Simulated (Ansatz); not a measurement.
Relaxation of C2H8BClSi (13 atoms, charge 0, multiplicity 1), to a largest force component of 0.02 eV/Å in at most 50 steps.

All numbers below come from Ansatz, RHF/6-31G.

```xyz
13
Properties=species:S:1:pos:R:3
B -0.465 1.847 1.140
C -0.668 0.610 0.188
C 0.589 -0.213 0.151
Si 0.499 -1.711 -0.937
Cl 0.112 -1.131 -2.933
H 0.496 2.125 1.701
H -1.396 2.638 1.258
H -1.467 0.013 0.565
H -0.907 0.979 -0.794
H 1.467 0.395 -0.203
H 0.060 0.812 1.285
H -0.700 -2.513 -0.453
H 1.599 -2.509 -0.877
```

**Question.** Where does it end, and by what steps?

**Answer.** The run converged. The force dipped under the threshold on the way, but the program's further checks kept it going. Limits of this set-up: no polarisation functions. After 19 steps the energy has fallen by 7.989 eV; H11 moved furthest, 1.46 Å. Parted: B1–H11 (1.17 → 2.90 Å). Joined: C3–H11 (1.62 → 1.09 Å).

| step | energy less start (eV) | largest force component (eV/Å) | accepted |
| --- | --- | --- | --- |
| 0 | 0.0000 | 6.886 | yes |
| 1 | -1.7823 | 4.791 | yes |
| 2 | -3.2733 | 5.529 | yes |
| 3 | -4.8000 | 4.772 | yes |
| 4 | -6.1262 | 3.551 | yes |
| 5 | -7.0359 | 2.728 | yes |
| 6 | -7.6016 | 1.329 | yes |
| 7 | -7.8749 | 0.703 | yes |
| 8 | -7.7218 | 3.381 | no |
| 9 | -7.9562 | 0.342 | yes |
| 10 | -7.9840 | 0.119 | yes |
| 11 | -7.9866 | 0.065 | yes |
| 12 | -7.9876 | 0.066 | yes |
| 13 | -7.9849 | 0.218 | no |
| 14 | -7.9882 | 0.028 | yes |
| 15 | -7.9885 | 0.084 | yes |
| 16 | -7.9887 | 0.032 | yes |
| 17 | -7.9889 | 0.016 | yes |
| 18 | -7.9890 | 0.009 | yes |
| 19 | -7.9890 | 0.019 | yes |

```xyz
13
Properties=species:S:1:pos:R:3
B -0.634 2.071 1.094
C -0.706 0.751 0.238
C 0.572 -0.111 0.209
Si 0.442 -1.690 -0.853
Cl 0.104 -1.092 -2.946
H 0.380 2.441 1.596
H -1.612 2.734 1.236
H -1.560 0.162 0.577
H -0.978 1.053 -0.777
H 1.411 0.475 -0.152
H 0.835 -0.427 1.217
H -0.725 -2.532 -0.486
H 1.690 -2.494 -0.865
```

Whether the end is a true minimum wasn't checked by a vibrational analysis.

Time of the run: 96 s on 1 thread of AMD EPYC (Zen 3), on a shared host, peak memory 0.16 GiB.
